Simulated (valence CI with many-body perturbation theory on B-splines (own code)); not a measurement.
## E1 transitions of Ta60+

Calculated by configuration interaction combined with many-body perturbation theory (CI+MBPT): three valence electrons over a frozen Dirac-Fock core [Ne], radial functions for each j: 11 s, 11 p, 9 d, 7 f, 5 g, 2 h, 1 i, with the one-electron correlation potential Σ1 (screened to all orders), the two-electron term Σ2, the three-electron term Σ3, Breit, model QED; selected single and double excitations, second order for the rest (own B-spline code, finite nucleus).

The last digits are not significant, and no measured levels were compared; by estimate large intervals hold to a few tenths of a per cent, small ones and those within an open d or f shell to about a per cent.

Lines 201 to 250 of 251 in falling wavelength, among levels below 1396.1 eV, chosen from the strongest by gf and those to the six lowest levels. Wavelengths and rates use the calculated energies. Electric multipoles are in the length gauge, E1 and E2 with the static RPA response of the core. Weak lines are less certain than strong ones. Lines between different terms over intervals too small for the method are left out, as are lines whose strength nearly cancels. The highest levels of a list are the least certain.

Levels are named by their leading jj configuration (3d3/2^4 stands for four electrons in 3d with j = 3/2), which in mixed levels can hold well under half, so a name can repeat and another be missing. Letters in brackets count levels of one name in rising energy.

| λ vac (Å) | Upper | Lower | A (s⁻¹) | log gf | Branch % |
| --- | --- | --- | --- | --- | --- |
| 19.55 | (3p1/2^2 3d5/2) J=5/2 | (3s^2 3p3/2) J=3/2 | 9.08e+07 | -4.51 | 0.0 |
| 19.48 | (3s 3p3/2 3d5/2) J=7/2 [a] | (3s 3p1/2 3p3/2) J=5/2 | 9.81e+10 | -1.35 | 19.6 |
| 19.39 | (3s 3p3/2 3d5/2) J=3/2 [a] | (3s 3p1/2 3p3/2) J=5/2 | 3.84e+08 | -4.06 | 0.0 |
| 19.31 | (3s 3p1/2 3d5/2) J=3/2 | (3s 3p1/2^2) J=1/2 | 2.80e+11 | -1.20 | 45.0 |
| 19.26 | (3s 3p3/2 3d5/2) J=1/2 | (3s 3p1/2 3p3/2) J=3/2 [b] | 8.26e+10 | -2.04 | 11.7 |
| 19.21 | (3s 3p3/2 3d5/2) J=5/2 [a] | (3s 3p1/2 3p3/2) J=3/2 [a] | 2.10e+09 | -3.16 | 0.3 |
| 18.95 | (3s 3p3/2 3d5/2) J=3/2 [b] | (3s 3p1/2 3p3/2) J=3/2 [b] | 1.15e+08 | -4.61 | 0.0 |
| 18.92 | (3s 3p3/2 3d5/2) J=7/2 [b] | (3s 3p1/2 3p3/2) J=5/2 | 2.30e+10 | -2.01 | 1.1 |
| 18.89 | (3s 3p3/2 3d5/2) J=5/2 [b] | (3s 3p1/2 3p3/2) J=3/2 [b] | 4.27e+10 | -1.86 | 1.6 |
| 18.86 | (3s 3p3/2 3d5/2) J=3/2 [a] | (3s 3p1/2 3p3/2) J=3/2 [a] | 3.82e+10 | -2.09 | 4.9 |
| 18.37 | (3s 3p3/2 3d5/2) J=3/2 [b] | (3s 3p1/2 3p3/2) J=5/2 | 3.23e+10 | -2.18 | 1.2 |
| 18.31 | (3s 3p3/2 3d5/2) J=5/2 [b] | (3s 3p1/2 3p3/2) J=5/2 | 2.24e+10 | -2.17 | 0.9 |
| 18.17 | (3s 3p3/2 3d5/2) J=1/2 | (3s 3p1/2 3p3/2) J=3/2 [a] | 8.32e+08 | -4.08 | 0.1 |
| 17.90 | (3s 3p3/2 3d5/2) J=3/2 [b] | (3s 3p1/2 3p3/2) J=3/2 [a] | 2.14e+09 | -3.39 | 0.1 |
| 17.84 | (3s 3p3/2 3d5/2) J=5/2 [b] | (3s 3p1/2 3p3/2) J=3/2 [a] | 1.45e+10 | -2.38 | 0.6 |
| 14.60 | (3p1/2 3p3/2^2) J=3/2 | (3s 3p1/2^2) J=1/2 | 1.31e+07 | -5.78 | 0.0 |
| 14.46 | (3p1/2 3p3/2 3d3/2) J=5/2 [a] | (3s^2 3p3/2) J=3/2 | 4.99e+07 | -5.03 | 0.0 |
| 14.35 | (3p3/2^3) J=3/2 | (3s 3p1/2 3p3/2) J=3/2 [b] | 2.73e+09 | -3.47 | 0.1 |
| 14.35 | (3s 3p3/2^2) J=1/2 | (3s^2 3p1/2) J=1/2 | 6.94e+09 | -3.37 | 0.4 |
| 14.32 | (3p1/2 3p3/2^2) J=1/2 | (3s 3p1/2^2) J=1/2 | 5.43e+09 | -3.48 | 0.2 |
| 14.24 | (3s 3p3/2^2) J=3/2 | (3s^2 3p1/2) J=1/2 | 1.95e+09 | -3.63 | 0.1 |
| 14.14 | (3s 3p3/2 3d3/2) J=3/2 [a] | (3s 3p1/2^2) J=1/2 | 1.27e+09 | -3.82 | 0.1 |
| 14.11 | (3s 3p3/2 3d3/2) J=1/2 [a] | (3s 3p1/2^2) J=1/2 | 1.34e+09 | -4.10 | 0.1 |
| 14.03 | (3p1/2^2 3d3/2) J=3/2 | (3s^2 3p1/2) J=1/2 | 6.13e+07 | -5.14 | 0.0 |
| 14.02 | (3p3/2^3) J=3/2 | (3s 3p1/2 3p3/2) J=5/2 | 2.28e+09 | -3.57 | 0.0 |
| 13.83 | (3p1/2 3p3/2 3d3/2) J=5/2 [b] | (3s^2 3p3/2) J=3/2 | 1.71e+08 | -4.53 | 0.0 |
| 13.78 | (3p1/2 3p3/2 3d3/2) J=1/2 [b] | (3s^2 3p3/2) J=3/2 | 2.83e+07 | -5.79 | 0.0 |
| 13.74 | (3p3/2^3) J=3/2 | (3s 3p1/2 3p3/2) J=3/2 [a] | 7.93e+08 | -4.05 | 0.0 |
| 13.61 | (3s 3p3/2 3d3/2) J=3/2 [b] | (3s 3p1/2^2) J=1/2 | 7.63e+07 | -5.07 | 0.0 |
| 13.34 | (3s 3p3/2 3d3/2) J=1/2 [b] | (3s 3p1/2^2) J=1/2 | 6.48e+07 | -5.46 | 0.0 |
| 13.23 | (3s 3d3/2^2) J=5/2 | (3s^2 3p3/2) J=3/2 | 8.40e+08 | -3.88 | 0.0 |
| 13.01 | (3p1/2 3p3/2 3d5/2) J=3/2 [a] | (3s^2 3p3/2) J=3/2 | 7.79e+07 | -5.10 | 0.0 |
| 12.95 | (3p1/2 3p3/2 3d5/2) J=5/2 [a] | (3s^2 3p3/2) J=3/2 | 6.92e+07 | -4.98 | 0.0 |
| 12.80 | (3s 3p3/2 3d5/2) J=3/2 [a] | (3s 3p1/2^2) J=1/2 | 1.10e+09 | -3.96 | 0.1 |
| 12.63 | (3p1/2 3p3/2 3d5/2) J=1/2 | (3s^2 3p3/2) J=3/2 | 2.74e+07 | -5.88 | 0.0 |
| 12.58 | (3p1/2 3p3/2 3d5/2) J=3/2 [b] | (3s^2 3p3/2) J=3/2 | 3.67e+07 | -5.46 | 0.0 |
| 12.48 | (3s 3p3/2 3d5/2) J=1/2 | (3s 3p1/2^2) J=1/2 | 3.77e+09 | -3.75 | 0.5 |
| 12.38 | (3s 3d3/2 3d5/2) J=5/2 [a] | (3s^2 3p3/2) J=3/2 | 8.09e+07 | -4.95 | 0.0 |
| 12.35 | (3s 3p3/2 3d5/2) J=3/2 [b] | (3s 3p1/2^2) J=1/2 | 1.29e+09 | -3.93 | 0.0 |
| 12.12 | (3s 3d3/2 3d5/2) J=5/2 [b] | (3s^2 3p3/2) J=3/2 | 5.67e+07 | -5.13 | 0.0 |
| 12.06 | (3s 3d3/2 3d5/2) J=3/2 [b] | (3s^2 3p3/2) J=3/2 | 4.92e+08 | -4.37 | 0.0 |
| 11.95 | (3s 3d3/2 3d5/2) J=1/2 | (3s^2 3p3/2) J=3/2 | 1.11e+09 | -4.32 | 0.0 |
| 10.28 | (3p1/2 3p3/2 3d3/2) J=3/2 [a] | (3s^2 3p1/2) J=1/2 | 3.09e+08 | -4.71 | 0.0 |
| 10.26 | (3p1/2 3p3/2 3d3/2) J=1/2 [a] | (3s^2 3p1/2) J=1/2 | 1.68e+08 | -5.28 | 0.0 |
| 10.03 | (3p1/2 3p3/2 3d3/2) J=3/2 [b] | (3s^2 3p1/2) J=1/2 | 2.93e+08 | -4.75 | 0.0 |
| 9.583 | (3p1/2 3p3/2 3d5/2) J=3/2 [a] | (3s^2 3p1/2) J=1/2 | 2.94e+07 | -5.79 | 0.0 |
| 9.374 | (3p1/2 3p3/2 3d5/2) J=1/2 | (3s^2 3p1/2) J=1/2 | 6.22e+09 | -3.79 | 0.6 |
| 9.350 | (3p1/2 3p3/2 3d5/2) J=3/2 [b] | (3s^2 3p1/2) J=1/2 | 8.34e+09 | -3.36 | 0.5 |
| 9.197 | (3s 3d3/2 3d5/2) J=3/2 [a] | (3s^2 3p1/2) J=1/2 | 3.90e+08 | -4.70 | 0.0 |
| 9.060 | (3s 3d3/2 3d5/2) J=3/2 [b] | (3s^2 3p1/2) J=1/2 | 7.90e+09 | -3.41 | 0.3 |

(1) How does gf follow from A for the line at 19.48 Å?

Results:

(1) gf = 1.4992 × (2J+1)_upper × A / σ², with σ = 5132385 cm⁻¹ and 2J+1 = 8: gf = 0.0447.
